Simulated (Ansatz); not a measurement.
Reaction (cleavage of the Si–Al bond): `[SiH3][CH2][AlH][SiH3]` + `CC(=N)O` → `C/C(O)=N\[SiH3]` + `[AlH2][CH2][SiH3]`

Gas-phase electronic energies from Ansatz, PBE0-D4/def2-TZVP geometries. CCSD(T)/CBS adds triple-zeta CCSD(T) − MP2 to the extrapolated MP2 energy (def2 sets, frozen cores). DFT in def2-TZVPP. B3LYP here is the variant with VWN-RPA as its local correlation; programs differ in this. One conformer a species, not always the lowest.

| level | ΔE (kJ/mol) |
| --- | --- |
| r2SCAN-D4 | -39.0 |
| PBE0-D4 | -30.0 |
| B3LYP-D4 | -45.0 |
| PBE | -24.0 |
| B3LYP | -41.2 |
| HF/def2-QZVPP | -54.9 |
| MP2/def2-QZVPP | -51.9 |
| HF/CBS(def2) | -55.1 |

(1) What does CCSD(T)/CBS give? (Estimate.)

Largest T1 diagnostic among the species: 0.013.

Answers

(1) Ansatz gave: -40.1 kJ/mol. The listed levels differ from it by 1.1, 10.1, -4.9, 16.1, -1.1, -14.8, -11.8, -15.0 kJ/mol.

From PBE to PBE0 (25 % exact exchange), in def2-TZVPP and without D4, ΔE moves by −4.1 kJ/mol. The D4 term adds −3.8 kJ/mol with B3LYP and −1.9 kJ/mol with PBE0; it sums over pairs of atoms, weighted by their polarisabilities, and B3LYP, whose exchange is more repulsive, gets the larger term. In def2-TZVPP, CCSD(T) changes the Hartree–Fock value by +15.1 kJ/mol (the triples alone add +0.5 kJ/mol) and MP2 by +3.0 kJ/mol.
